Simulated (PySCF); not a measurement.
Computed IR spectrum (relative IR intensity) of a molecule CH4ClFOSi. Geometry: B3LYP-D3(BJ)/def2-SVP. Other conformers were not sampled. All values below come from B3LYP-D3(BJ)/def2-SVP in PySCF 2.14.0. Frequencies are harmonic and unscaled.

Lines under 2 % of the strongest are left out, and lines within 2 cm⁻¹ are merged.

```json
[
 {"ν (cm⁻¹)": "164", "relative intensity": "5.2"},
 {"ν (cm⁻¹)": "198", "relative intensity": "2.7"},
 {"ν (cm⁻¹)": "248", "relative intensity": "6.6"},
 {"ν (cm⁻¹)": "268", "relative intensity": "9.9"},
 {"ν (cm⁻¹)": "308", "relative intensity": "22"},
 {"ν (cm⁻¹)": "337", "relative intensity": "30"},
 {"ν (cm⁻¹)": "522", "relative intensity": "31"},
 {"ν (cm⁻¹)": "718", "relative intensity": "21"},
 {"ν (cm⁻¹)": "767", "relative intensity": "25"},
 {"ν (cm⁻¹)": "795", "relative intensity": "7.2"},
 {"ν (cm⁻¹)": "837", "relative intensity": "100"},
 {"ν (cm⁻¹)": "913", "relative intensity": "61"},
 {"ν (cm⁻¹)": "971", "relative intensity": "63"},
 {"ν (cm⁻¹)": "1288", "relative intensity": "14"},
 {"ν (cm⁻¹)": "1427", "relative intensity": "3.1"},
 {"ν (cm⁻¹)": "3874", "relative intensity": "45"}
]
```

**Question.** Pick the molecule that these values belong to.
A. CO[Si@H](F)Cl
B. C[Si](O)(F)Cl
C. OC[Si@@H](F)Cl
D. O[Si@@H](Cl)CF

**Answer.** B, C[Si](O)(F)Cl
